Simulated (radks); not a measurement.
Fractional charge and spin in the 5s shell of cadmium: the spin-up occupation runs from 0 to 1 and the spin-down occupation from 0 to 1; the fullest corner is Cd, [Kr] 4d10 5s(up 1, down 1). Calculated with a radial shooting solver on a logarithmic mesh with Libxc functionals: scalar-relativistic Kohn-Sham, PBE, spin-polarised, spherical densities, finite nucleus; Fermi nuclear charge, rms radius of each element as measured or else 0.836 A^(1/3) + 0.57 fm. Energy (eV) minus the two flat planes that join the four corners (they meet along the diagonal where the two added fractions sum to one electron); zero is where a piecewise linear energy would lie.

| down \ up | 0 | 0.25 | 0.5 | 0.75 | 1 |
|---|---|---|---|---|---|
| 0 | 0.000 | -0.740 | -0.982 | -0.732 | 0.000 |
| 0.25 | -0.740 | -0.920 | -0.614 | 0.171 | -0.653 |
| 0.5 | -0.982 | -0.614 | 0.227 | -0.545 | -0.864 |
| 0.75 | -0.732 | 0.171 | -0.545 | -0.812 | -0.642 |
| 1 | 0.000 | -0.653 | -0.864 | -0.642 | 0.000 |

Corners above the fullest one (they belong to Cd+ and the next ion): (up 1, down 0) 9.045 eV, (up 0, down 1) 9.045 eV, (up 0, down 0) 26.398 eV. With half an added electron in each spin the energy lies 0.227 eV from the planes (fractional-spin error, the static-correlation error of a stretched bond), and with half an added electron in spin up alone -0.982 eV (fractional-charge error). For a frontier s shell over closed shells the exact functional lies on the planes.
